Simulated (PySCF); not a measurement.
**Two-dimensional NMR puzzle**

Compound of formula C₃H₁₃NO₃Si₂. Correlations simulated from computed shifts and the bond graph:

HSQC (one-bond C–H):
```tsv
δH	δC
3.85	66.3
3.81	66.4
3.81	114.4
```

COSY cross peaks (H two or three bonds apart, from the bond graph; peaks can be absent where the dihedral angle is near 90°):
```tsv
δH	δH
4.87	3.81
```

HMBC (two and three bonds, from the bond graph):
```tsv
δH	δC
4.87	114.4
3.85	114.4
3.81	114.4
3.81	66.4, 66.3
```

[PySCF: GFN2-xTB geometry; shielding tensors at PBE0/pcSseg-1 (GIAO); relativity neglected; single conformer; no solvent model; averaged over atoms made equivalent by symmetry, fast rotation or ring inversion]

δ = σ(ref) − σ, references computed at the same level: TMS for ¹H, ¹³C.

Exchangeable hydrogens are left out of these lists.

**Question.** Assemble the structure.

**Answer.** `InChI=1S/C3H13NO3Si2/c1-5-3(6-2)9(4)7-8/h3,9H,4H2,1-2,8H3/t9-/m1/s1`.

Mapped SMILES: `[CH3:1][O:2][CH:3]([O:4][CH3:5])[Si@H:6]([NH2:7])[O:8][SiH3:9]`. Each H is labelled by its parent atom.

δC 114.4 is C3, an sp3 carbon bearing two oxygens (δH 3.81). δC 66.4 is C5, a methyl carbon bonded to O (δH 3.81). δC 66.3 is C1, a methyl carbon bonded to O (δH 3.85). COSY links 4.87–3.81.

The shifts were computed for this structure.

Exchangeable OH/NH protons stand at their gas-phase positions; hydrogen bonding in a real sample shifts them, mostly to higher δ. Shifts are as computed. Against solution values, carbons near 30 ppm lie about +3 ppm off and those near 130 ppm about +5 ppm. Of 1309 compounds with measured shifts, 239 miss one by over three times the rms of a fit or turn the order of signals round; such compounds aren't used in these exercises.
